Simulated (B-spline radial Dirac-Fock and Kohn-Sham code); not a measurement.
Magnetic form factor of the 4f shell of Tl³³⁺

System: the Tl³³⁺ ion, [Kr] 4d10 4f2.

Level of theory: Dirac-Fock densities; an atomic code on a B-spline grid. ⟨j_K⟩ is the integral of the 4f radial density with the spherical Bessel function j_K(4πsr), s = sin θ/λ.

Hund's rules give S = 1, L = 5, J = 4 for 4f2, so g = 0.800, and the dipole approximation is F = ⟨j0⟩ + C₂⟨j2⟩ with C₂ = (2 − g)/g = 1.500.

```tsv
s (Å⁻¹)	⟨j0⟩	⟨j2⟩	⟨j4⟩	⟨j6⟩	F (dipole)
0	1.0000	0.0000	0.0000	0.0000	1.0000
0.05	0.9971	0.0012	0.0000	0.0000	0.9988
0.1	0.9883	0.0047	0.0000	0.0000	0.9953
0.15	0.9739	0.0104	0.0000	0.0000	0.9895
0.2	0.9540	0.0182	0.0001	0.0000	0.9813
0.25	0.9291	0.0279	0.0003	0.0000	0.9710
0.3	0.8994	0.0393	0.0006	0.0000	0.9585
0.35	0.8656	0.0522	0.0012	0.0000	0.9438
0.4	0.8280	0.0662	0.0019	0.0000	0.9272
0.45	0.7873	0.0810	0.0030	0.0001	0.9087
0.5	0.7440	0.0963	0.0044	0.0001	0.8884
0.6	0.6522	0.1272	0.0084	0.0004	0.8430
0.7	0.5572	0.1566	0.0142	0.0008	0.7922
0.8	0.4633	0.1825	0.0217	0.0016	0.7372
0.9	0.3741	0.2035	0.0309	0.0029	0.6793
1	0.2922	0.2186	0.0414	0.0048	0.6201
1.1	0.2194	0.2275	0.0528	0.0074	0.5606
1.2	0.1567	0.2303	0.0644	0.0107	0.5021
1.4	0.0617	0.2203	0.0863	0.0193	0.3922
1.6	0.0030	0.1953	0.1036	0.0301	0.2959
```

Radial moments of the shell: ⟨r²⟩ = 0.1594, ⟨r⁴⟩ = 0.04086, ⟨r⁶⟩ = 0.01543 in powers of bohr.

Values without a named source are computed, but for edge energies of neutral atoms, which are taken from tables.
